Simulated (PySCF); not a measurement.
Isomers of C4H5ClO2. The calculation used PBE0-D3(BJ)/def2-SVP geometry optimisation, gas phase (PySCF). Energies are electronic, without zero-point or thermal terms, for one conformer each. No frequencies were run at this level. Point groups hold within 0.08 Å.

Task: Order them by energy at this level, lowest first, and give relative energies in kJ/mol.
A. `[O:1]=[C:2]1[O:3][CH2:4][C@@H:5]1[CH2:6][Cl:7]` with C4–C5–C6–Cl7 72°
B. `[CH3:1][O:2][C:3](=[O:4])/[CH:5]=[CH:6]\[Cl:7]` with C1–O2–C3–O4 0°, O2–C3–C5–C6 179°

Result: A (0.0), B (26.0).

As drawn, the lower has a four-membered ring, which the higher lacks; the higher has a C=C bond outside aromatic rings, which the lower lacks.

```tsv
SMILES	E (Eh)	E rel (kJ/mol)	dipole (D)	point group	A, B, C (MHz)
O=C1OC[C@@H]1CCl	-765.21713	0.0	2.33	C1	5332, 1204, 1025
COC(=O)/C=C\Cl	-765.20721	26.0	2.32	–	6765, 1089, 943.4
```

Task: How do the relative energies change in single points at CAM-B3LYP/def2-SVPD (no added dispersion term) on the same geometries?

Result: 
| SMILES | PBE0-D3(BJ)/def2-SVP (kJ/mol) | CAM-B3LYP/def2-SVPD (kJ/mol) | shift |
| --- | --- | --- | --- |
| O=C1OC[C@@H]1CCl | 0.0 | 0.0 | 0.0 |
| COC(=O)/C=C\Cl | 26.0 | 18.6 | -7.4 |

Each column counts from its own lowest isomer. The order is unchanged; the largest shift is 7.4 kJ/mol.

Task: As an exercise, what shares would exp(−E/RT) give at 1000 K from these electronic energies alone (no entropy, no degeneracies)?

Result: RT = 8.314 kJ/mol: O=C1OC[C@@H]1CCl 95.8 %, COC(=O)/C=C\Cl 4.2 %.
